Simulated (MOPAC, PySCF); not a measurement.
Potential energy curve for SMILES [AsH3] (H3As), singlet. The As1–H4 bond (As1 also carries H, H; H4 carries nothing else) is pulled apart rigidly from the PBE0/def2-TZVP optimised geometry.

Methods: PM6, restricted, heats of formation (MOPAC); RMP2 = MP2 on RHF/cc-pVTZ, 9 core orbitals frozen run with PySCF; UKS-M06-2X/6-31G* = unrestricted M06-2X/6-31G*, spherical d run with PySCF; RKS-M06-2X/6-31G* = restricted M06-2X/6-31G*, spherical d (PySCF).

Energies are in kJ/mol, each relative to the lowest point of its own curve near equilibrium.

| R / Å | PM6 | RMP2 | UKS-M06-2X/6-31G* | RKS-M06-2X/6-31G* |
|---|---|---|---|---|
| 1.14 | 202.2 | 230.5 | 254.2 | 254.2 |
| 1.22 | 115.7 | 121.0 | 138.0 | 138.0 |
| 1.29 | 63.3 | 60.4 | 72.5 | 72.5 |
| 1.38 | 21.5 | 17.0 | 23.7 | 23.7 |
| 1.45 | 5.0 | 2.6 | 5.6 | 5.6 |
| 1.49 | … | 0.0 | 1.1 | 1.1 |
| 1.52 | 0.0 | … | 0.0 | 0.0 |
| 1.58 | 3.2 | 5.3 | 2.5 | 2.5 |
| 1.61 | 7.0 | 9.7 | 5.7 | 5.7 |
| 1.69 | 23.1 | 26.2 | 19.2 | 19.2 |
| 1.77 | 46.2 | 47.4 | 37.9 | 37.9 |
| 1.89 | 90.2 | 84.5 | 71.7 | 71.7 |
| 2.06 | … | 141.0 | 125.1 | 125.1 |
| 2.29 | 267.8 | 215.9 | 197.2 | 197.8 |
| 2.49 | 353.9 | 274.9 | 241.7 | 256.8 |
| 2.76 | 454.9 | 342.4 | 327.3 | 327.3 |
| 3.04 | 537.9 | 396.6 | 388.5 | 388.5 |
| 3.37 | 609.6 | 441.0 | 446.5 | 446.5 |
| 3.77 | … | 470.1 | — | 499.8 |
| 4.09 | … | 477.0 | — | 531.5 |
| 4.54 | 726.5 | … | — | 563.1 |
| 5.29 | 758.7 | 417.4 | — | 595.2 |

Problem. Some entries are withheld; supply them.

Solution. 
- 1.49, PM6: 0.9
- 1.52, RMP2: 0.2
- 2.06, PM6: 163.4
- 3.77, PM6: 667.4
- 4.09, PM6: 698.0
- 4.54, RMP2: 467.2

A dash means that the run gave no value there, or that the column was ended at a point which the program doubted or which failed a test of continuity chosen for this set; such a test can also cut sound points.

The restricted form behind PM6, RMP2, RKS-M06-2X/6-31G* keeps the bonding electrons paired and can't separate into open-shell fragments. The T1 diagnostic of CCSD on the restricted reference of RMP2 exceeds 0.045 at 3.37 to 5.29 Å. The unrestricted solution behind UKS-M06-2X/6-31G* changes between 2.49 and 2.76 Å and between 4.54 and 5.29 Å, which can leave a kink. The unrestricted determinant behind UKS-M06-2X/6-31G* is spin-contaminated at 2.29 to 2.49, 4.09 to 4.54 Å (<S²> up to 1.0, against 0.00 for a pure singlet).
